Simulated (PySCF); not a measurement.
Compound: C5H15GeN.
Z-matrix (Å and degrees, PBE0-D3(BJ)/def2-SVP geometry), rows numbered from 1:
```
C 
C   1  1.5242
C   2  1.5251  1  112.63
Ge  2  1.9659  1  110.63  3  -124.22
N   4  1.8435  2  108.64  1   -53.07
C   5  1.4390  4  118.56  2   -58.03
C   5  1.4390  4  119.52  2   155.88
H   1  1.1034  2  111.21  3   -60.22
H   1  1.1007  2  111.72  3   178.74
H   1  1.1028  2  111.06  3    59.14
H   2  1.1052  1  108.87  3   120.21
H   3  1.1016  2  112.20  1   178.57
H   3  1.1033  2  111.10  1    58.31
H   3  1.1029  2  111.34  1   -60.88
H   4  1.5439  2  111.37  1    62.77
H   4  1.5564  2  109.46  1  -176.57
H   6  1.1015  5  110.98  4    35.96
H   6  1.1064  5  110.56  4   154.42
H   6  1.1123  5  113.78  4   -85.32
H   7  1.1066  5  110.43  4  -154.39
H   7  1.1123  5  113.82  4    85.51
H   7  1.1009  5  110.70  4   -35.79
```

Computed, not measured: PBE0-D3(BJ)/def2-SVP geometry optimisation, gas phase (PySCF).

Masses are those of the commonest isotopes; rigid-rotor values at the optimised geometry. The values belong to one conformer with, in the numbering `[CH3:1][CH:2]([CH3:3])[GeH2:4][N:5]([CH3:6])[CH3:7]`, C1–C2–Ge4–N5 -53°, C2–Ge4–N5–C6 -58°.

Q: What are A, B and C (MHz)?

A: Ia = 167.35, Ib = 448.53, Ic = 514.85 u·Å²; 505379 MHz·u·Å²/I gives A = 3020, B = 1127, C = 981.6 MHz.

Q: What kind of rotor is it?

A: An asymmetric top. Ray's parameter κ = (2B − A − C)/(A − C) = -0.858; −1 is the prolate and +1 the oblate limit.

Q: Is it planar, by Δ = Ic − Ia − Ib?

A: Not planar: Δ = Ic − Ia − Ib = -101.02 u·Å². For a rigid frame Δ = −2 Σ m c², so Σ m c² = 50.51 u·Å² lies off the ab plane: 21.09 from hydrogen and 29.43 from heavier atoms. The atom farthest from that plane is 1.85 Å away.

Q: Which lines would a microwave search look for?

A: The dipole components are |μa| = 0.16 D, |μb| = 0.39 D, |μc| = 0.29 D. The squared components, which scale the intensities, stand as 0.16 : 1.00 : 0.54 (a : b : c). Some lines, for components of 0.1 D or more:

```tsv
type	branch	J(Ka,Kc)	MHz	lower level (cm⁻¹)
a	Q	3(1,2) ← 3(1,3)	871	0.473
b	Q	2(1,1) ← 2(0,2)	2191	0.211
a	R	2(1,2) ← 1(1,1)	4072	0.133
a	R	2(1,1) ← 1(1,0)	4362	0.138
c	Q	3(2,2) ← 3(1,2)	5467	0.502
a	R	4(0,4) ← 3(0,3)	8355	0.421
b	Q	4(4,1) ← 4(3,2)	13746	1.294
b	R	4(2,3) ← 3(1,2)	13894	0.502
c	R	4(2,2) ← 3(1,2)	14013	0.502
b	R	3(3,1) ← 2(2,0)	16150	0.474
c	R	3(3,0) ← 2(2,0)	16151	0.474
```

Q: Estimate the classical rotational partition function at 25 K, 200 K and 500 K.

A: Point group C1, symmetry number σ = 1; q = (√π/σ)·√((kT/h)³/(ABC)), k/h = 20836.6 MHz/K: 11500 at 25 K, 261000 at 200 K, 1030000 at 500 K.

Stationary, but not proved a minimum. No vibrational averaging or centrifugal distortion is included, and the geometry carries the error of its method. A rigid rotor knows nothing of internal rotation, which can split or shift real lines. Quadrupole hyperfine structure (14N) is left out.
